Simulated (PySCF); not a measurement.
**Computed vibrations of PbCl4**

PbCl4 (singlet). PySCF 2.14.0, RKS PBE0, Pb def2-SVP with ECP60, Cl def2-SVP; non-relativistic Hamiltonian with scalar-relativistic core potentials where named; density fitting; no spin-orbit coupling. Central differences of gradients.

```xyz
5

Pb    0.0000    0.0000    0.0000
Cl    1.9651    0.0000    1.4005
Cl    0.0000    1.9651   -1.4005
Cl   -1.9651    0.0000    1.4005
Cl    0.0000   -1.9651   -1.4005
```

Run from Python with OMP_NUM_THREADS=2. Where DIIS fails, smearing, a level shift and second-order steps follow.
It took 21 s on 2 threads of Arm Neoverse V1, on a shared host.

Task: What are the harmonic wavenumbers and infrared intensities?

Result: Modes are labelled in D2d; negative numbers are unstable modes, those under 60 cm⁻¹ near the noise; a finer grid moves soft modes by up to 10 cm⁻¹.
```json
{"cm⁻¹": "75", "km/mol": "0.0", "symmetry": "b1"}
{"cm⁻¹": "77", "km/mol": "0.0", "symmetry": "a1"}
{"cm⁻¹": "95", "km/mol": "10.1", "symmetry": "e"}
{"cm⁻¹": "95", "km/mol": "10.1", "symmetry": "e"}
{"cm⁻¹": "96", "km/mol": "10.1", "symmetry": "b2"}
{"cm⁻¹": "326", "km/mol": "0.0", "symmetry": "a1"}
{"cm⁻¹": "356", "km/mol": "40.9", "symmetry": "e"}
{"cm⁻¹": "356", "km/mol": "40.9", "symmetry": "e"}
{"cm⁻¹": "357", "km/mol": "41.0", "symmetry": "b2"}
```

Task: Is this a minimum?

Result: Yes. Ideal gas at 298.15 K and 1 bar: S = 394.9 J/(mol K), Cp = 100.6 J/(mol K), H − H(0 K) = 23.7 kJ/mol (rigid rotor, harmonic modes, spin degeneracy alone).
